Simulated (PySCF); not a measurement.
Gas-phase reaction: GeHCl3 + 2 H ⇌ GeH3Cl + 2 Cl

Energies from PySCF, thermal terms from the rigid-rotor harmonic-oscillator model, ideal gas at 1 bar. † marks an energy on the PBE0/def2-TZVP geometry and frequencies; other levels use their own. MP2 and CCSD(T) freeze the core. 6-31G* has spherical d functions here. Open shells (unrestricted): H (multiplicity 2), Cl (multiplicity 2, electronic degeneracy 6); the rest are closed-shell singlets. Spin-orbit splitting is ignored; it lowers the true energy and changes the entropy of Cl. B3LYP is the form with VWN-RPA correlation. Ge: all electrons, no relativistic terms. MP2 isn't extrapolated to the basis-set limit; its ΔH°(298 K) is 121.1 kJ in def2-SVP and 155.3 kJ in def2-TZVPP. CCSD(T) isn't extrapolated to the basis-set limit; its ΔH°(298 K) is 68.9 kJ in def2-SVP and 92.7 kJ in def2-TZVPP. The harmonic model lacks anharmonicity and excited electronic states, which grow with temperature; levels with a mode under 35 cm⁻¹ are left out.

| level | ΔE electronic, kJ | ΔH°(298 K), kJ | ΔS°(298 K), J/K | ΔG°(600 K), kJ |
|---|---|---|---|---|
| B3LYP/def2-TZVP† | 48 | 74 | 41 | 52 |
| CCSD(T)/def2-SVP† | 43 | 69 | 41 | 47 |
| CCSD(T)/def2-TZVPP† | 66 | 93 | 41 | 71 |
| HF/6-31G* | -3 | 25 | 43 | 2 |
| M06-2X/def2-TZVP† | 112 | 139 | 41 | 117 |
| MP2/def2-TZVPP† | 129 | 155 | 41 | 133 |
| PBE0/def2-QZVP† | 96 | 123 | 41 | 101 |
| PBE0/def2-SVP† | 94 | 121 | 41 | 99 |
| PBE0/def2-TZVP | 100 | 126 | 41 | 104 |
| ωB97M-V/def2-TZVP† | 94 | 121 | 41 | 99 |
ΔH° is lowest at HF/6-31G* and highest at MP2/def2-TZVPP†. No reference value is set beside these.
